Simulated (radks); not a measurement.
Xe+, configuration [Kr] 4d10 5s2 5p5. All-electron calculation, scalar-relativistic Kohn-Sham, r2SCAN, spin-polarised, spherical densities, finite nucleus; open shells are filled with parallel spins first (spin-orbit coupling, left out, can overturn this in heavy ions); meta-GGA in the generalised Kohn-Sham scheme; Fermi nuclear charge, rms radius 4.7859 fm. Program: a radial shooting solver on a logarithmic mesh with Libxc functionals.

Unscreened Slater integrals over Kohn-Sham orbitals (hartree). They are taken over the spin-up orbitals.

integral      value
F0(5p,5p)   0.41421
F2(5p,5p)   0.22308
F0(5p,5s)   0.44635
G1(5p,5s)   0.29636
F0(5p,4d)   0.52011
F2(5p,4d)   0.14136
G1(5p,4d)  0.042391
G3(5p,4d)  0.039671
F0(5s,5s)   0.48974
F0(5s,4d)   0.60080
G2(5s,4d)  0.069801
F0(4d,4d)    1.0294
F2(4d,4d)   0.52252
F4(4d,4d)   0.34755

Derived for the open shells (J is the average intra-shell exchange parameter used in DFT+U). 5p: J = F2/5 = 0.04462 hartree.
